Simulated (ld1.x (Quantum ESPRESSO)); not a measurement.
Cutoff test, Ru (Z = 44), TM

| Item | Value |
| --- | --- |
| Element | ruthenium |
| Generator | ld1.x (Quantum ESPRESSO) 7.5 |
| Type | norm-conserving Troullier–Martins (Kleinman–Bylander form) |
| Functional | Wu–Cohen |
| Relativity | fully relativistic |
| Frozen core | [Kr] |
| Valence charge | 8 |
| Reference configuration | 4d7 5s0 5p0 (charge +1) |
| Partial waves | 5s (bound, empty): rc 2.20 bohr; 5p (bound, empty): rc 3.20 bohr; 4d (bound): rc 1.70 bohr |
| Local potential | all-electron potential smoothed inside 1.55 bohr (lloc = -1) |
| Core correction | none |

Open shells are filled in proportion to 2j + 1 (rel_dist='average').

The pseudo-atom Hamiltonian at the reference potential is diagonalised in spherical Bessel functions j_l(qr) that vanish at 20 bohr, with q² up to the cutoff. All-electron valence levels (Ry): 5s -0.7675, 5p1/2 -0.4518, 5p3/2 -0.4360, 4d3/2 -0.9369, 4d5/2 -0.9124.

Q: How do the lowest levels (Ry) of each channel move with the cutoff, and are there ghosts?

A:

```json
{"cutoff (Ry)": "8", "s #1": "-2.8668", "s #2": "-0.7542", "s #3": "-0.2088", "p1/2 #1": "-0.4515", "p1/2 #2": "-0.1374", "p3/2 #1": "-0.4358", "p3/2 #2": "-0.1341", "p3/2 #3": "-0.0154", "d3/2 #1": "-0.3594", "d5/2 #1": "-0.3585", "d5/2 #2": "-0.1057", "f #1": "-0.0507", "Σ f·Δε (mRy)": "3943.0"}
{"cutoff (Ry)": "10", "s #1": "-3.9892", "s #2": "-0.7597", "s #3": "-0.2089", "p1/2 #1": "-0.4518", "p1/2 #2": "-0.1375", "p3/2 #1": "-0.4360", "p3/2 #2": "-0.1342", "p3/2 #3": "-0.0159", "d3/2 #1": "-0.4225", "d5/2 #1": "-0.4207", "d5/2 #2": "-0.1140", "f #1": "-0.0507", "Σ f·Δε (mRy)": "3505.2"}
{"cutoff (Ry)": "15", "s #1": "-5.5850", "s #2": "-0.7659", "s #3": "-0.2092", "p1/2 #1": "-0.4701", "p1/2 #2": "-0.4512", "p3/2 #1": "-0.7192", "p3/2 #2": "-0.4359", "p3/2 #3": "-0.1334", "d3/2 #1": "-0.5750", "d5/2 #1": "-0.5696", "d5/2 #2": "-0.1280", "f #1": "-0.0507", "Σ f·Δε (mRy)": "2453.2"}
{"cutoff (Ry)": "21", "s #1": "-6.4467", "s #2": "-0.7668", "s #3": "-0.2093", "p1/2 #1": "-1.0728", "p1/2 #2": "-0.4518", "p3/2 #1": "-1.3082", "p3/2 #2": "-0.4360", "p3/2 #3": "-0.1336", "d3/2 #1": "-0.7601", "d5/2 #1": "-0.7476", "d5/2 #2": "-0.1392", "f #1": "-0.0507", "Σ f·Δε (mRy)": "1186.8"}
{"cutoff (Ry)": "25", "s #1": "-6.5842", "s #2": "-0.7669", "s #3": "-0.2094", "p1/2 #1": "-1.3216", "p1/2 #2": "-0.4518", "p3/2 #1": "-1.5492", "p3/2 #2": "-0.4360", "p3/2 #3": "-0.1337", "d3/2 #1": "-0.8166", "d5/2 #1": "-0.8011", "d5/2 #2": "-0.1420", "f #1": "-0.0507", "Σ f·Δε (mRy)": "803.9"}
{"cutoff (Ry)": "30", "s #1": "-6.6906", "s #2": "-0.7672", "s #3": "-0.2095", "p1/2 #1": "-1.4589", "p1/2 #2": "-0.4518", "p3/2 #1": "-1.6824", "p3/2 #2": "-0.4360", "p3/2 #3": "-0.1337", "d3/2 #1": "-0.8770", "d5/2 #1": "-0.8577", "d5/2 #2": "-0.1447", "f #1": "-0.0507", "Σ f·Δε (mRy)": "397.6"}
{"cutoff (Ry)": "40", "s #1": "-6.7640", "s #2": "-0.7674", "s #3": "-0.2097", "p1/2 #1": "-1.5546", "p1/2 #2": "-0.4518", "p3/2 #1": "-1.7747", "p3/2 #2": "-0.4360", "p3/2 #3": "-0.1337", "d3/2 #1": "-0.9280", "d5/2 #1": "-0.9045", "d5/2 #2": "-0.1468", "f #1": "-0.0507", "Σ f·Δε (mRy)": "57.8"}
{"cutoff (Ry)": "50", "s #1": "-6.7806", "s #2": "-0.7674", "s #3": "-0.2097", "p1/2 #1": "-1.5788", "p1/2 #2": "-0.4518", "p3/2 #1": "-1.7976", "p3/2 #2": "-0.4360", "p3/2 #3": "-0.1337", "d3/2 #1": "-0.9360", "d5/2 #1": "-0.9117", "d5/2 #2": "-0.1472", "f #1": "-0.0507", "Σ f·Δε (mRy)": "5.5"}
{"cutoff (Ry)": "55", "s #1": "-6.7827", "s #2": "-0.7675", "s #3": "-0.2097", "p1/2 #1": "-1.5816", "p1/2 #2": "-0.4518", "p3/2 #1": "-1.8002", "p3/2 #2": "-0.4360", "p3/2 #3": "-0.1337", "d3/2 #1": "-0.9366", "d5/2 #1": "-0.9122", "d5/2 #2": "-0.1472", "f #1": "-0.0507", "Σ f·Δε (mRy)": "1.8"}
{"cutoff (Ry)": "60", "s #1": "-6.7836", "s #2": "-0.7675", "s #3": "-0.2097", "p1/2 #1": "-1.5829", "p1/2 #2": "-0.4518", "p3/2 #1": "-1.8015", "p3/2 #2": "-0.4360", "p3/2 #3": "-0.1338", "d3/2 #1": "-0.9368", "d5/2 #1": "-0.9123", "d5/2 #2": "-0.1472", "f #1": "-0.0507", "Σ f·Δε (mRy)": "0.7"}
{"cutoff (Ry)": "80", "s #1": "-6.7840", "s #2": "-0.7675", "s #3": "-0.2097", "p1/2 #1": "-1.5841", "p1/2 #2": "-0.4518", "p3/2 #1": "-1.8026", "p3/2 #2": "-0.4360", "p3/2 #3": "-0.1338", "d3/2 #1": "-0.9368", "d5/2 #1": "-0.9123", "d5/2 #2": "-0.1472", "f #1": "-0.0507", "Σ f·Δε (mRy)": "0.5"}
{"cutoff (Ry)": "400", "s #1": "-6.7840", "s #2": "-0.7675", "s #3": "-0.2097", "p1/2 #1": "-1.5841", "p1/2 #2": "-0.4518", "p3/2 #1": "-1.8026", "p3/2 #2": "-0.4360", "p3/2 #3": "-0.1338", "d3/2 #1": "-0.9369", "d5/2 #1": "-0.9124", "d5/2 #2": "-0.1472", "f #1": "-0.0507", "Σ f·Δε (mRy)": "0.0"}
```

Result: ghost states, extra bound levels that the all-electron valence spectrum of the same l lacks: s at -92.3 eV, p3/2 at -24.5 eV, p1/2 at -21.6 eV (a true bound ghost makes a file unfit for plane-wave use); 10 mRy is reached at 50 Ry and 1 mRy at 60 Ry.
